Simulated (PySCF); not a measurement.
# [BiO3]− at several levels of theory

Computed with PySCF 2.14.0 (density fitting, no spin-orbit coupling) at the geometry relaxed with BP86:

```xyz
4
[BiO3]− (singlet)
Bi    0.0000    0.0000    0.0000
O     1.9999    0.0000    0.0000
O    -0.9999    1.7320    0.0000
O    -1.0000   -1.7320    0.0000
```

```csv
level,basis,state,HOMO (eV),gap (eV),charge on Bi1 (e),dipole about the centre of mass (D),largest force component (eV/Å)
BP86,"Bi def2-SVP with ECP60, O def2-SVP",singlet,-0.50,1.67,0.79,0.00,0.01
BP86,"Bi def2-TZVP with ECP60, O def2-TZVP",singlet,-1.39,1.74,1.10,0.00,0.57
BP86,"Bi x2c-SVPall, O x2c-SVPall",singlet,-0.46,1.63,0.89,0.00,0.43
```

Charges are Mulliken's, which hang on the basis. The relaxation used the grid (50, 194), these runs (75, 302) or, all-electron (x2c bases, spin-free X2C Hamiltonian), (99, 590).

Order these levels, in the first row's basis, by the HOMO–LUMO gap they give here, smallest first.
A. TPSSh
B. B3LYP
C. TPSS
D. r2SCAN

C (1.90 eV), D (2.10 eV), A (2.90 eV), B (3.70 eV).

And their other results?


```
 level    state  HOMO (eV)  gap (eV)  charge on Bi1 (e)  dipole about the centre of mass (D)  largest force component (eV/Å)
 TPSSh  singlet      -1.23      2.90               0.94                                 0.00                            0.51
 B3LYP  singlet      -1.80      3.70               0.94                                 0.00                            0.49
r2SCAN  singlet      -0.85      2.10               0.94                                 0.00                            0.50
  TPSS  singlet      -0.53      1.90               0.86                                 0.00                            0.15
```

In the first row's basis the gap widens with exact exchange: 1.7 to 2.1 eV for BP86, TPSS, r2SCAN (none); 2.9 to 3.7 eV for TPSSh, B3LYP (a fixed share).
